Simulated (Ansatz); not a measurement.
A nudged elastic band was laid between two geometries of C2H6Te (9 atoms, charge 0, multiplicity 1).

These are results of RKS r2SCAN/def2-SVP in Ansatz, not measurements.

| Item | Value |
| --- | --- |
| movable images | 5 |
| climbing image | yes |
| spring | 5.0 eV/Å² |
| optimiser | quadratic models (default) |
| start path | IDPP |
| force threshold | 0.05 eV/Å |
| iteration limit | 60 |
| end points | relaxed |

First end point:

```xyz
9
Properties=species:S:1:pos:R:3
C -0.538 0.623 -0.843
C 0.408 -0.249 -0.038
Te -0.315 -0.471 2.021
H -1.549 0.189 -0.897
H -0.168 0.729 -1.876
H -0.625 1.635 -0.417
H 1.414 0.190 0.026
H 0.487 -1.262 -0.457
H 0.974 -1.431 2.463
```

Last end point:

```xyz
9
Properties=species:S:1:pos:R:3
C -0.393 0.633 -0.690
C 0.378 -0.575 -0.193
Te -0.183 -1.244 1.814
H -1.476 0.442 -0.713
H -0.070 0.895 -1.713
H -0.222 1.514 -0.053
H 1.464 -0.403 -0.169
H 0.200 -1.464 -0.818
H 0.390 0.155 2.517
```

Task: Which bonds break or form, and what moves?

Result: No bond is made or broken. The dihedral H7–C2–Te3–H9 goes from -58 to 59°.

Task: What energy profile does the band end with?

Result: It converged. The highest image is number 3 of 0 to 6, 0.016 eV above the first end and 0.042 eV above the last; the last end lies 0.026 eV below the first. A vibrational analysis at the climbing image gives one clearly imaginary mode, 124i cm⁻¹: a first-order saddle point.

```
image  path coordinate (Å)  energy (eV)  dihedral H7–C2–Te3–H9 (°)
    0                 0.00        0.000                        -58
    1                 0.39        0.005                        -40
    2                 0.77        0.014                        -20
    3                 1.16        0.016                         -1
    4                 1.59        0.003                         21
    5                 2.01       -0.017                         41
    6                 2.44       -0.026                         59
```

Task: What is the geometry of the highest image?

Result: 
```xyz
9
Properties=species:S:1:pos:R:3:forces:R:3
C -0.450 0.703 -0.774 0.01 0.00 0.02
C 0.301 -0.449 -0.133 -0.01 0.02 -0.02
Te -0.457 -0.962 1.865 0.00 -0.01 0.01
H -1.523 0.479 -0.890 0.00 0.00 -0.01
H -0.045 0.908 -1.780 0.00 -0.01 0.00
H -0.365 1.625 -0.178 0.00 0.00 0.00
H 1.366 -0.219 0.016 0.00 -0.01 0.00
H 0.233 -1.369 -0.731 0.00 0.00 0.00
H 1.030 -0.761 2.589 0.00 0.01 0.00
```

Task: What are the harmonic wavenumbers there?

Result: 124i, 239, 264, 495, 629, 738, 966, 977, 1066, 1206, 1245, 1385, 1446, 1462, 1470, 2130, 3024, 3085, 3114, 3134, 3162 cm⁻¹.

Time of the run: 82 s on 2 threads of Arm Neoverse V1, on a shared host, peak memory 0.14 GiB.
